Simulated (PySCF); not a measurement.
Bond curve of LiSn⁻

Set-up: basis Li aug-cc-pVDZ, Sn aug-cc-pVDZ-PP with ECP28; scalar-relativistic core potentials; PySCF 2.14. Energies in eV from Li + Sn⁻ in their ground configurations at the same level. State: triplet, unpaired electrons π ↑↑.

Curves on a restricted Hartree–Fock reference rise too fast on stretching and do not dissociate correctly.

| R (Å) | ROHF-MP2 |
| --- | --- |
| 2.406 | -0.5887 |
| 2.518 | -0.7080 |
| 2.630 | -0.7709 |
| 2.714 | -0.7893 |
| 2.798 | -0.7881 |
| 2.882 | -0.7714 |
| 2.994 | -0.7308 |
| 3.134 | -0.6599 |
| 3.302 | -0.5577 |
| 3.526 | -0.4094 |

Put a parabola through the three lowest points of the ROHF-MP2 curve and estimate Re, k and ωe (reduced mass 6.628 u; 1 eV/Å² = 0.16022 mdyn/Å; ωe = 1302.8·√(k/μ) cm⁻¹).

Through R = 2.63, 2.714, 2.798 Å the second-order coefficient is 1.39 eV/Å², so Re ≈ 2.751 Å, k ≈ 0.445 mdyn/Å and ωe ≈ 338 cm⁻¹. A polynomial fit of higher order to the unrounded ROHF-MP2 energies gives Re = 2.750 Å, k = 0.402 mdyn/Å, ωe = 321 cm⁻¹; anharmonicity and rounding make the difference.

The higher-order fit for each curve: ROHF-MP2: Re = 2.750 Å, ωe = 321 cm⁻¹, De = 0.79 eV.

Correlated steps freeze 4 core orbitals. Correlated levels converge slowly with the basis: in double zeta they bind strong bonds too weakly, by up to about 1 eV, and carry superposition errors of some tenths. Spin–orbit coupling is left out, which matters for elements this heavy, above all for dissociation energies. For an ion De counts to the pair picked by the measured ionisation energies or electron affinities, which need not be the lowest pair at this level. The state is the lowest determinant that a PBE0 search found; another state may lie lower at other levels.
